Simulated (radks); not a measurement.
The numbers below are computed, except where a source is named.
Removal energies from the neodymium ion Nd6+, [Xe], by Delta-SCF beside the eigenvalue of the level emptied. Level of theory: scalar-relativistic Kohn-Sham, PBE, spin-polarised, spherical densities, finite nucleus; Fermi nuclear charge, rms radius of each element as measured or else 0.836 A^(1/3) + 0.57 fm (a radial shooting solver on a logarithmic mesh with Libxc functionals). Open shells are filled with parallel spins first.

5p: final configuration [Kr] 4d10 5s2 5p5; Delta-SCF (eV) 102.06; -eigenvalue (eV) 94.891
5s: final configuration [Kr] 4d10 5s1 5p6; Delta-SCF (eV) 125.43; -eigenvalue (eV) 117.62
4d: final configuration [Kr] 4d9 5s2 5p6; Delta-SCF (eV) 227.87; -eigenvalue (eV) 214.74
4p: final configuration [Ar] 3d10 4s2 4p5 4d10 5s2 5p6; Delta-SCF (eV) 339.71; -eigenvalue (eV) 325.97
